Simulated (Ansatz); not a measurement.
Cost and result up the ladder for the cluster Pb3S8 (the lowest singlet isomer of a short search) (11 atoms). Total charge 0; singlet. Geometry: PBE-D4/def2-SVP.

Cartesian coordinates in Å:
```
Pb -0.3575 1.7175 -0.2924
Pb -0.5117 -1.9368 -1.4380
Pb -1.0274 -1.4098 2.4177
S 1.2943 -2.0383 1.0504
S -0.7080 0.2602 -3.4380
S 2.1043 -0.0780 0.8038
S 1.9511 0.7338 2.7278
S 1.1108 0.1334 -2.1780
S -2.0482 -0.4042 0.1416
S -0.0882 1.1071 2.9489
S -1.7197 1.9149 -2.7437
```

Ansatz on 4 threads of Intel Xeon on a shared host. Times are rough, and most runs start from the orbitals of an earlier one. PBE0-D4/def2-TZVP serves as the yardstick here, not as an exact answer. Differences are given only for rows in sets of like size (and for xTB, whose basis is part of the method), since another set adds its own error. Binding counts from free atoms at the same level (Pb triplet, S triplet; other spins of the atoms weren't run), without zero-point energy or a counterpoise term.

In the def2 sets Pb takes a core potential; there is no spin–orbit coupling. Correlated methods freeze 52 core orbitals; core or outer-core shells of Pb are correlated, in sets that lack core-valence functions. The rows differ in basis, and correlated rows in double-zeta sets carry the largest basis error. The structure comes from a short search, and lower isomers may exist.

Correlated methods converge slowly with the basis, most of all in double-zeta sets.

| level | functions | wall time |
| --- | --- | --- |
| PBE-D4/def2-SVP | 222 | 18 s |
| PBE0-D4/def2-SVP | 222 | 33 s |
| MP2/def2-SVP | 222 | 42 s |
| PBE-D4/def2-TZVP (with forces) | 446 | 51 s |
| r2SCAN-D4/def2-TZVP | 446 | 80 s |
| HF/def2-TZVP | 446 | 1.9 min |
| PBE0-D4/def2-TZVP | 446 | 2 min |
| B97M-V/def2-TZVP | 446 | 2.3 min |

Task: Estimate what each level gives for the binding energy per atom (eV).

Result: 
```json
{"level": "PBE-D4/def2-SVP", "binding energy per atom (eV)": "3.20", "difference from PBE0-D4/def2-TZVP (eV)": "–"}
{"level": "PBE0-D4/def2-SVP", "binding energy per atom (eV)": "2.97", "difference from PBE0-D4/def2-TZVP (eV)": "–"}
{"level": "MP2/def2-SVP", "binding energy per atom (eV)": "2.51", "difference from PBE0-D4/def2-TZVP (eV)": "–"}
{"level": "PBE-D4/def2-TZVP (with forces)", "binding energy per atom (eV)": "3.26", "difference from PBE0-D4/def2-TZVP (eV)": "0.21"}
{"level": "r2SCAN-D4/def2-TZVP", "binding energy per atom (eV)": "3.05", "difference from PBE0-D4/def2-TZVP (eV)": "0.01"}
{"level": "HF/def2-TZVP", "binding energy per atom (eV)": "1.38", "difference from PBE0-D4/def2-TZVP (eV)": "-1.66"}
{"level": "PBE0-D4/def2-TZVP", "binding energy per atom (eV)": "3.05", "difference from PBE0-D4/def2-TZVP (eV)": "0.00"}
{"level": "B97M-V/def2-TZVP", "binding energy per atom (eV)": "3.13", "difference from PBE0-D4/def2-TZVP (eV)": "0.09"}
```
